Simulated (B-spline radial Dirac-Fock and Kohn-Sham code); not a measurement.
## Magnetic form factor of the 4d shell of Pb⁴³⁺

System: the Pb⁴³⁺ ion, [Kr] 4d3.

Model: configuration-average Dirac-Fock orbitals. Program: a radial finite-basis atomic code. ⟨j_K⟩ is the integral of the 4d radial density with the spherical Bessel function j_K(4πsr), s = sin θ/λ.

```
s (Å⁻¹)    ⟨j0⟩    ⟨j2⟩    ⟨j4⟩
      0  1.0000  0.0000  0.0000
   0.04  0.9982  0.0007  0.0000
   0.05  0.9972  0.0011  0.0000
   0.07  0.9946  0.0022  0.0000
   0.08  0.9929  0.0028  0.0000
    0.1  0.9890  0.0044  0.0000
   0.13  0.9814  0.0074  0.0000
   0.16  0.9720  0.0112  0.0000
   0.19  0.9607  0.0156  0.0001
   0.24  0.9379  0.0245  0.0002
   0.29  0.9105  0.0352  0.0005
   0.36  0.8650  0.0525  0.0011
   0.45  0.7962  0.0781  0.0025
   0.56  0.7005  0.1120  0.0056
   0.69  0.5782  0.1520  0.0118
   0.85  0.4270  0.1946  0.0236
   1.05  0.2579  0.2286  0.0446
   1.29  0.1075  0.2342  0.0749
    1.6  0.0086  0.1924  0.1103
```

Radial moments of the shell: ⟨r²⟩ = 0.1504, ⟨r⁴⟩ = 0.03297, ⟨r⁶⟩ = 0.009476 in powers of bohr.

Values without a named source are computed, but for edge energies of neutral atoms, which are taken from tables.
